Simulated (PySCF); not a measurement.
hexafluoro-2-butyne (C4F6), SMILES FC(F)(F)C#CC(F)(F)F. Heavy atoms are numbered as in [F:1][C:2]([F:3])([F:4])[C:5]#[C:6][C:7]([F:8])([F:9])[F:10].

Geometry optimised at PBE-D3(BJ)/def2-SVP.

Computed with KT2/pcSseg-1 run with PySCF.

GIAO shieldings, no solvent; atoms alike by connectivity are averaged. δ = σ(ref) − σ: ¹⁹F against CFCl3 (σ = 127.1 ppm); ¹³C against TMS (σ = 185.1 ppm), references at their B3LYP-D3(BJ)/def2-TZVP geometries, non-relativistic.

Task: Estimate the chemical shifts. (An estimate is asked for; the answer gives what the named calculation found.)

Result: 
```tsv
nucleus	atoms	count	δ (ppm)
¹⁹F	F1	6	-81.8
¹³C	C2	2	125.5
¹³C	C5	2	73.4
```
